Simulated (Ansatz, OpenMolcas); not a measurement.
# Computed against measured: atomisation enthalpy at 298 K

8 molecules without hydrogen; the atomisation enthalpy at 298 K in kJ/mol, computed less measured. Shapes, held fixed at every level: PBE0-D4/def2-TZVP. Thermal terms are harmonic and unscaled (PBE0-D4/def2-TZVP); the spin-orbit lowering of the free atoms is taken from their spectra. Programs: Ansatz 0.2.0, OpenMolcas 26.06. Measured values: Active Thermochemical Tables, CRC Handbook of Chemistry and Physics, NIST-JANAF tables.

Levels: A = HF/STO-3G; B = r2SCAN/cc-pVDZ; C = B3LYP-D4/def2-TZVPP; D = BHLYP-D4/def2-TZVPP.

```
                            molecule  from tabulated heats      A    B    C     D
             AsF3 (SMILES F[As](F)F)                  1326   -903  -54  +13  -103
         BBr2F (dibromofluoroborane)                  1388   -166   +7  -24   -78
        BBrCl2 (bromodichloroborane)                  1262   -115  +21  -19   -59
     CBr2F2 (dibromodifluoromethane)                  1484   -565    0  -30  -147
CBrCl2F (bromodichlorofluoromethane)                  1391   -541  -14  -40  -142
        CBrClF2 (SMILES FC(F)(Cl)Br)                  1551   -622   -4  -33  -148
       SiCl4 (silicon tetrachloride)                  1598    -81  -72  -51   -82
       C2F3N (cyanotrifluoromethane)                  2640  -1236  -24  -14  -207
```

Task: Which level does best on this set, which worst, and which err to one side?

Result: 
```
              level           kind  mean error  mean absolute error  worst case
          HF/STO-3G   Hartree–Fock      -528.6                528.6       C2F3N
     r2SCAN/cc-pVDZ       meta-GGA       -17.5                 24.5       SiCl4
B3LYP-D4/def2-TZVPP  global hybrid       -24.8                 28.0       SiCl4
BHLYP-D4/def2-TZVPP  global hybrid      -120.8                120.8       C2F3N
```

On this set r2SCAN/cc-pVDZ has the smallest mean absolute error and HF/STO-3G the largest. HF/STO-3G is too low in 8 of 8; B3LYP-D4/def2-TZVPP is too low in 7 of 8; BHLYP-D4/def2-TZVPP is too low in 8 of 8. The heats of C2F3N come from older tables and can be uncertain by 10 kJ/mol or more. The molecules' own spin-orbit binding is left out, so errors for heavy halides read too negative. The tabulated values of AsF3, BBr2F, BBrCl2 are in doubt (older tables, estimates, or at odds with other calculations) and kept here. Over the 5 molecules whose values aren't doubted the mean absolute errors are A 609.0; B 22.8; C 33.6; D 145.2. The smallest two are near a tie. Hartree–Fock lacks correlation and underbinds. Rows in very small basis sets show the basis more than the method. Relativity is left out for As, Br. The set is small.
